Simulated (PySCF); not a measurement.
```xyz
4
charge 0 multiplicity 1, angstrom
Nb    0.0000   -0.4512    0.8201
N     0.0000    0.3568    2.2465
I     2.2845    0.1455   -0.4244
I    -2.2845    0.1455   -0.4244
```

These are results of PBE0/[Nb def2-SVP with ECP28, N def2-SVP, I def2-SVP with ECP28], scalar-relativistic core potentials, density fitting, no spin–orbit coupling, PySCF, not measurements.

This geometry of NbNI₂ is a stationary point at this level.

(1) What is the point group?

(2) Is it a minimum?

(3) List the harmonic modes with their infrared intensities.

(4) Give the ideal-gas entropy at 298.15 K and 1 bar by parts.

(5) What is the atomisation energy, with and without zero-point energy?

## Answers

(1) Cs.

(2) Yes: all harmonic wavenumbers are real, though the softest, 40 cm⁻¹, leaves little margin.

(3) 
| symmetry | ω (cm⁻¹) | IR (km/mol) |
| --- | --- | --- |
| a' | 40 | 2.6 |
| a' | 135 | 17.8 |
| a'' | 190 | 3.2 |
| a' | 209 | 15.6 |
| a'' | 293 | 59.7 |
| a' | 1156 | 112 |

(4) translation 182.3, rotation 131.0, vibration 58.2, spin 0.0; total 371.5 J/(mol K).

(5) 1221 kJ/mol without, 1209 kJ/mol with.

Stability towards spin polarisation was not tested. Only a few start shapes were tried, so a lower isomer may exist.
